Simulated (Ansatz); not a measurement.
Geometry optimisation, Ansatz 0.2.0, RKS PBE/def2-SVP.

Input:

```yaml
crystal:
  periodic: [false, false, false]
  atoms:
    - { symbol: "N", position_ang: [-0.0479, 1.9904, 0.0911] }
    - { symbol: Al, position_ang: [0.7483, 0.3227, 0.0025] }
    - { symbol: C, position_ang: [-0.3875, -1.3265, -0.0674] }
    - { symbol: Cl, position_ang: [0.7831, -2.7402, -0.1235] }
    - { symbol: H, position_ang: [-0.7079, 2.0225, 0.9068] }
    - { symbol: H, position_ang: [-0.7245, 2.1129, -0.7542] }
    - { symbol: H, position_ang: [0.93715, 2.32331, 0.11254] }
    - { symbol: H, position_ang: [-0.9485, -1.3631, 0.8498] }
    - { symbol: H, position_ang: [-0.9987, -1.2904, -0.9117] }
basis:
  gaussian: { orbitals: def2-SVP }
hamiltonian:
  xc: pbe
relax:
  f_tol: 0.02
  max_steps: 50
```

Command:

```bash
$ ansatz run input.yaml --threads 2 --pin off --max-ram 3072MiB --backend cpu --events-out ev --progress --plain --runs-dir out
```

Where does it end, and by what steps?

The forces met the threshold. After 9 steps the energy has fallen by 1.651 eV; Al2 moved furthest, 0.71 Å.

| step | energy less start (eV) | largest force component (eV/Å) | accepted |
| --- | --- | --- | --- |
| 0 | 0.0000 | 4.279 | yes |
| 1 | -0.9675 | 1.880 | yes |
| 2 | -1.4530 | 1.010 | yes |
| 3 | -1.6047 | 0.370 | yes |
| 4 | -1.6369 | 0.179 | yes |
| 5 | -1.6401 | 0.255 | yes |
| 6 | -1.6348 | 0.330 | no |
| 7 | -1.6503 | 0.108 | yes |
| 8 | -1.6511 | 0.039 | yes |
| 9 | -1.6512 | 0.013 | yes |

```xyz
9
Properties=species:S:1:pos:R:3
N -0.064 1.816 0.077
Al 1.407 0.053 -0.027
C -0.266 -1.152 -0.042
Cl 0.385 -2.860 -0.133
H -0.689 1.762 0.898
H -0.681 1.854 -0.750
H 0.418 2.725 0.130
H -0.907 -1.113 0.869
H -0.950 -1.034 -0.915
```

Run time: 12 s on 2 threads of AMD EPYC 7B13 (Zen 3), with other jobs on the host, peak memory 0.16 GiB.
